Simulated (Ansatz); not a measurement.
Abridged output of a molecular run in Ansatz:

```
Functional definition: HF
1778 factors; integrals over basis functions are off by at most 1.2e-3 eV
mean field evaluation 1: about -18861.9789 eV, gradient 5.1e1 eV
mean field evaluation 2: about -18862.3039 eV, gradient 5.1e1 eV
mean field evaluation 4: about -18867.9677 eV, gradient 4.4e0 eV
mean field evaluation 8: about -18868.0735 eV, gradient 5.0e-1 eV
mean field evaluation 16: about -18868.0749 eV, gradient 1.6e-6 eV
mean field -18868.07490715 eV, -693.3889635974 hartree, gradient 1.6e-6 eV, S^2 0.000000; 1 other end points of the search recorded, 0 dependent functions left out
12 core orbitals not correlated: weight in the atoms' cores, before any rotation towards them, 1.000 or more for the frozen orbitals, at most 0.000 for the correlated occupied ones
reference -18868.07490715 eV, -693.3889635974 hartree; 20, 20 occupied and 237, 237 virtual orbitals, 1778 factors
second order -30.06285972 eV of doubles, -0.00000000 eV of singles
cycle   1  -29.72631424 eV  change    3.4e-1 eV  update   1.4e-1
cycle   2  -30.49917367 eV  change   -7.7e-1 eV  update   4.3e-2
cycle   3  -30.68659209 eV  change   -1.9e-1 eV  update   2.4e-2
cycle   4  -30.67144553 eV  change    1.5e-2 eV  update   6.4e-3
cycle   5  -30.66536425 eV  change    6.1e-3 eV  update   3.1e-3
cycle   6  -30.66704060 eV  change   -1.7e-3 eV  update   1.1e-3
cycle   7  -30.66685598 eV  change    1.8e-4 eV  update   4.9e-4
cycle   8  -30.66659310 eV  change    2.6e-4 eV  update   2.0e-4
cycle   9  -30.66668734 eV  change   -9.4e-5 eV  update   9.4e-5
cycle  10  -30.66674563 eV  change   -5.8e-5 eV  update   4.3e-5
cycle  11  -30.66669753 eV  change    4.8e-5 eV  update   2.0e-5
perturbative correction -1.20153303 eV, -0.0441555245 hartree
Total energy: -18899.94313772 eV, -694.5600994695 hartree
```

Its atoms:

```xyz
11

O    -1.6003   -1.3964    0.2951
C    -0.5987   -0.5266    0.7251
Si    1.2159   -0.9101    0.3670
Sn    0.2908    1.3559   -0.1010
O     0.0583    1.8460   -1.9958
H    -2.4529   -0.9683    0.4117
H    -0.6966   -0.2287    1.7826
H     1.3559   -1.5517   -0.9668
H     2.1194   -1.5632    1.3557
H     0.0589    2.8278    0.7154
H     0.2494    1.1153   -2.5890
```

Which basis set was used?
A. cc-pV(D+d)Z
B. def2-SVP
C. def2-TZVPP
D. def2-TZVPPD

C. It gives 269 functions.

Write the keys of the input that set method, charge and spin (a neutral closed shell needs none for the last two).


```yaml
correlation: {method: ccsd_t}
```
